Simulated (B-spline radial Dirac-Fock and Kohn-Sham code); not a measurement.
# Bi⁺: L2-M45M45 lines in intermediate coupling

System: the Bi⁺ ion, [Xe] 4f14 5d10 6s2 6p2.

The run's input, task.json:

```json
{"items": [{
  "Z": 83,
  "q": 1,
  "cfg": [[1, 0, 2], [2, 0, 2], [2, 1, 6], [3, 0, 2], [3, 1, 6], [3, 2, 10], [4, 0, 2], [4, 1, 6], [4, 2, 10], [4, 3, 14], [5, 0, 2], [5, 1, 6], [5, 2, 10], [6, 0, 2], [6, 1, 2]],
  "A": 209,
  "rrms": 5.5211,
  "do": ["binding", "quiet", "double"]
}]}
```

Command: `python xray_run.py task.json out`

Method: multi-electron Dirac-Fock with separately optimised hole states, Breit and Lamb-shift corrections added in first order. Computed with a radial B-spline solver. The two-hole levels come from diagonalising the Coulomb interaction among the jj configurations; intensities are independent-particle Coulomb rates. Kinetic energies are from the vacuum level. Electron correlation is not included. Open outer shells are spectators and are not coupled to the holes.

```
kinetic energy (eV)  J  leading jj holes (weight)  leading LS term (weight)  intensity (%)
            10207.5  0                M4M4 (0.99)                ³P0 (0.52)            2.0
            10234.5  2                M4M4 (1.00)                ³F2 (0.62)           17.2
            10332.1  4                M4M5 (1.00)                ¹G4 (0.85)           67.8
            10333.3  1                M4M5 (1.00)                ³P1 (1.00)            1.1
            10338.4  2                M4M5 (1.00)                ³P2 (0.51)            1.3
            10349.3  3                M4M5 (1.00)                ³F3 (1.00)            8.4
            10423.1  0                M5M5 (0.99)                ¹S0 (0.52)            0.2
            10445.4  2                M5M5 (1.00)                ¹D2 (0.49)            1.6
            10455.2  4                M5M5 (1.00)                ³F4 (0.85)            0.4
```

The strongest line, by its leading LS label ¹G4, lies at 10332.1 eV. The mean weight of the leading component is 1.00 in jj and 0.71 in LS coupling, so jj labels describe these levels better.
